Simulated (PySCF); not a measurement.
NO (SMILES [N]=O), doublet, at a GFN2-xTB geometry; R2SCAN/def2-SVP in PySCF.

The PySCF input:
```python
from pyscf import gto, scf, dft

mol = gto.M(
    atom='''
N    -0.00000000   -0.00000000   -0.61623737
O     0.00000000    0.00000000    0.53920770
''',
    basis='def2-svp',
    spin=1,
    verbose=4,
)

mf = dft.UKS(mol)
mf.xc = 'r2scan'
mf.diis = False
mf.max_cycle = 100
mf.kernel()
mf.analyze()
```

Predict the main parts of the log of this PySCF run.


```
PySCF version 2.14.0

[INPUT] verbose = 4
[INPUT] num. atoms = 2
[INPUT] num. electrons = 15
[INPUT] charge = 0
[INPUT] spin (= nelec alpha-beta = 2S) = 1
[INPUT] symmetry False subgroup None
[INPUT] Mole.unit = angstrom
[INPUT] Symbol           X                Y                Z      unit          X                Y                Z       unit  Magmom
[...]
nuclear repulsion = 25.647193952301
number of shells = 12
number of NR pGTOs = 48
number of NR cGTOs = 28
basis = def2-svp
ecp = {}

******** <class 'pyscf.dft.uks.UKS'> ********
method = UKS
initial guess = minao
damping factor = 0
level_shift factor = 0
DIIS disabled
SCF conv_tol = 1e-09
SCF conv_tol_grad = None
SCF max_cycles = 100
direct_scf = True
direct_scf_tol = 1e-13
number electrons alpha = 8  beta = 7
XC library pyscf.dft.libxc version 7.1.2
    S. Lehtola, C. Steigemann, M. J. T. Oliveira, and M. A. L. Marques,  SoftwareX 7, 1–5 (2018)
XC functionals = r2scan
    J. W. Furness, A. D. Kaplan, J. Ning, J. P. Perdew, and J. Sun,  J. Phys. Chem. Lett. 11, 8208–8215 (2020)
    J. W. Furness, A. D. Kaplan, J. Ning, J. P. Perdew, and J. Sun,  J. Phys. Chem. Lett. 11, 9248–9248 (2020)
    J. W. Furness, A. D. Kaplan, J. Ning, J. P. Perdew, and J. Sun,  J. Phys. Chem. Lett. 11, 8208–8215 (2020)
    J. W. Furness, A. D. Kaplan, J. Ning, J. P. Perdew, and J. Sun,  J. Phys. Chem. Lett. 11, 9248–9248 (2020)
radial grids:
    Treutler-Ahlrichs [JCP 102, 346 (1995); DOI:10.1063/1.469408] (M4) radial grids

becke partition: Becke, JCP 88, 2547 (1988); DOI:10.1063/1.454033
pruning grids: <function nwchem_prune>
grids dens level: 3
symmetrized grids: False
atomic radii adjust function: <function treutler_atomic_radii_adjust>
small_rho_cutoff = 0
Set gradient conv threshold to 3.16228e-05
tot grids = 27984
init E= -129.922519756583

cycle= 1 E= -129.677200756436  delta_E= 0.245  |g|= 0.351  |ddm|= 1.33
cycle= 2 E= -129.286314818511  delta_E= 0.391  |g|= 1.05  |ddm|= 0.737
cycle= 3 E= -128.163246871966  delta_E= 1.12  |g|= 1.87  |ddm|= 1.89
cycle= 4 E= -122.748166215633  delta_E= 5.42  |g|= 3.13  |ddm|=  7.5
cycle= 5 E= -116.762321736606  delta_E= 5.99  |g|= 3.36  |ddm|= 9.44
cycle= 6 E= -112.188829850778  delta_E= 4.57  |g|= 3.58  |ddm|= 9.07
cycle= 7 E= -115.35796679612  delta_E= -3.17  |g|=  3.4  |ddm|= 9.09
cycle= 8 E= -112.061952564669  delta_E=  3.3  |g|= 3.58  |ddm|= 9.14
cycle= 9 E= -115.347431078335  delta_E= -3.29  |g|=  3.4  |ddm|= 9.15
[...]
cycle= 98 E= -112.05904782888  delta_E= 3.29  |g|= 3.58  |ddm|= 9.15
cycle= 99 E= -115.348117114256  delta_E= -3.29  |g|=  3.4  |ddm|= 9.14
cycle= 100 E= -112.059759918592  delta_E= 3.29  |g|= 3.58  |ddm|= 9.15
SCF not converged.
SCF energy = -112.059759918592 after 100 cycles  <S^2> = 0.75022606  2S+1 = 2.000226
**** SCF Summaries ****
Total Energy =                        -112.059759918591823
Nuclear Repulsion Energy =              25.647193952300999
One-electron Energy =                 -213.867249193292452
Two-electron Energy =                   76.160295322399634
Two-electron Coulomb Energy =           92.116769317356585
DFT Exchange-Correlation Energy =      -15.956473994956951
**** MO energy ****
                             alpha | beta                alpha | beta
[...]
To work with the spin densities directly, `use mulliken_meta_spin()` only printing them here.

 ** Mulliken spin pop alpha/beta on meta-lowdin orthogonal AOs **
 ** Mulliken Spin Density (per AO)  **
spin_pop of  0 N 1s        0.00000
spin_pop of  0 N 2s        0.00148
spin_pop of  0 N 3s       -0.01014
spin_pop of  0 N 2px       0.00961
spin_pop of  0 N 2py       0.06948
spin_pop of  0 N 2pz       0.00221
spin_pop of  0 N 3px       0.10824
spin_pop of  0 N 3py       0.78372
spin_pop of  0 N 3pz       0.00784
spin_pop of  0 N 3dxy      0.00001
spin_pop of  0 N 3dyz      0.01352
spin_pop of  0 N 3dz^2     0.00036
spin_pop of  0 N 3dxz      0.00202
spin_pop of  0 N 3dx2-y2    0.00000
spin_pop of  1 O 1s       -0.00002
spin_pop of  1 O 2s       -0.00037
spin_pop of  1 O 3s       -0.00012
spin_pop of  1 O 2px       0.00151
spin_pop of  1 O 2py       0.01174
spin_pop of  1 O 2pz      -0.00095
spin_pop of  1 O 3px      -0.00030
spin_pop of  1 O 3py       0.00016
spin_pop of  1 O 3pz      -0.00029
spin_pop of  1 O 3dxy      0.00000
spin_pop of  1 O 3dyz      0.00023
spin_pop of  1 O 3dz^2    -0.00003
spin_pop of  1 O 3dxz      0.00006
spin_pop of  1 O 3dx2-y2    0.00000
 ** Mulliken Spin Density (per atom)  **
spin density of  0 N =      0.98836
spin density of  1 O =      0.01164
 ** Mulliken pop alpha/beta on meta-lowdin orthogonal AOs **
 ** Mulliken pop       alpha | beta **
[...]
In total             8.00000 | 7.00000
 ** Mulliken atomic charges   ( Nelec_alpha | Nelec_beta ) **
charge of  0N =     -5.74010  (     6.86423      5.87587 )
charge of  1O =      5.74010  (     1.13577      1.12413 )
Dipole moment(X, Y, Z, Debye): -0.00000, -0.00000, 43.42942
```

Convergence was not reached.
